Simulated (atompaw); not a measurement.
**What one change does to a pseudopotential (silicon (Si), PAW (atompaw))**

atompaw 4.2.0.5 input, output lines left out:

```
Si 14
GGA-PBE loggrid 1500 logderivrange -3 5 201
3 3 0 0 0 0
3 1 1
0 0 0
c
c
v
c
v
2
1.80 1.35 1.65 1.00
y
-1.1
n
y
-0.3
n
y
-0.05
y
2.3
n
custom rrkj gramschmidtortho besselshape
3 1 troulliermartins
1.80
1.80
1.80
1.80
1.80
1.80
```

Change: all radii scaled by about 0.89 (s 1.60, p 1.60, d 1.60 bohr); local potential troulliermartins scheme with l = 3 at 1 Ry, radius 1.46 bohr; augmentation besselshape compensation charge, radius 1.20 bohr; PAW radius 1.60 bohr; waves and projectors: custom rrkj gramschmidtortho; core correction smooth core density matched at 0.88 bohr.

Cutoffs: the cutoffs (Ry, on a coarse ladder) from which the occupation-weighted sum of valence levels, in a spherical-Bessel basis at the reference potential, stays within 10 and 1 mRy of its value at 400 Ry; they do not see the model core or the augmentation charge, which bear on the density cutoff.

What does the change do?

The potential gets harder (8 Ry and 12 Ry → 12 Ry and 18 Ry); neither file shows a bound ghost. A smaller radius makes the pseudo-wave follow the all-electron one further in, where it bends more sharply, so more plane waves are needed.

| quantity | base | changed |
| --- | --- | --- |
| cutoff, loose | 8 Ry | 12 Ry |
| cutoff, tight | 12 Ry | 18 Ry |
| loose cutoff by channel (10 mRy a level) | s 6 Ry, p 6 Ry | s 10 Ry, p 6 Ry |
| bound ghosts | none | none |
| lowest overlap eigenvalue by channel | s 0.43, p 0.75, d 0.97 | s 0.49, p 0.77, d 0.97 |

 The cutoffs see the waves, projectors and local potential, not the compensation charge or the core.
